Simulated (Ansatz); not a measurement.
Input for Ansatz (a first-principles code): R-B3LYP/def2-TZVPP on C3H10Si (SMILES CC[SiH2]C), a point of a torsion scan.

Ansatz 0.2 input:
```yaml
crystal:
  periodic: [false, false, false]
  atoms:
    - {symbol: C, position_ang: [1.93092496, 0.29792138, -0.78290985]}
    - {symbol: C, position_ang: [0.90177247, 0.40451350, 0.33615519]}
    - {symbol: Si, position_ang: [-0.58991657, -0.75223527, 0.08214644]}
    - {symbol: C, position_ang: [-1.80409029, -0.54054816, 1.52521612]}
    - {symbol: H, position_ang: [2.77100788, 0.96910455, -0.60894142]}
    - {symbol: H, position_ang: [1.48332561, 0.55492415, -1.74030146]}
    - {symbol: H, position_ang: [2.31579058, -0.71689910, -0.85365930]}
    - {symbol: H, position_ang: [1.38992571, 0.17891305, 1.28667204]}
    - {symbol: H, position_ang: [0.56242847, 1.44017251, 0.40570152]}
    - {symbol: H, position_ang: [-1.26030404, -0.41974830, -1.18318170]}
    - {symbol: H, position_ang: [-0.12609003, -2.14603372, 0.02463094]}
    - {symbol: H, position_ang: [-1.33904462, -0.78002245, 2.47709501]}
    - {symbol: H, position_ang: [-2.66201492, -1.19458691, 1.40642518]}
    - {symbol: H, position_ang: [-2.17537328, 0.47818741, 1.58879503]}
basis:
  gaussian:
    orbitals: def2-TZVPP
hamiltonian:
  xc: {name: B3LYP}
scf: {lower_state_search: off}
```

It printed:

```
WARN ansatz: RAYON_NUM_THREADS=1 ignored (pool sized by the plan → 1); use --threads N
Functional definition: B3LYP
these checks for a lower state are left out or cut short: stability, starts, cluster_reference, orbital_swaps, neighbouring_geometries, increment
integrals: 0.20 GiB planned
1421 factors; their error is unknown
mean field: 1.75 GiB planned
mean field evaluation 1: about -11140.6952 eV, gradient 7.9e1 eV
mean field evaluation 2: about -11130.7404 eV, gradient 9.5e1 eV
mean field evaluation 4: about -11154.7335 eV, gradient 4.5e0 eV
mean field evaluation 8: about -11154.7836 eV, gradient 5.1e-2 eV
mean field evaluation 16: about -11154.7753 eV, gradient 3.6e-5 eV
mean field -11154.77529068 eV, -409.9304309542 hartree, gradient 3.8e-6 eV, S^2 0.000000; 0 other end points of the search recorded, 0 dependent functions left out
reference -11154.77560328 eV, -409.9304424420 hartree; 21, 21 occupied and 254, 254 virtual orbitals, 1421 factors
Total energy: -11154.77560328 eV, -409.9304424420 hartree
Checks for a lower state left out: stability, starts, cluster_reference, orbital_swaps, neighbouring_geometries, increment
```

The calculation finished and met its thresholds.

Cost: roughly 5 core-seconds.
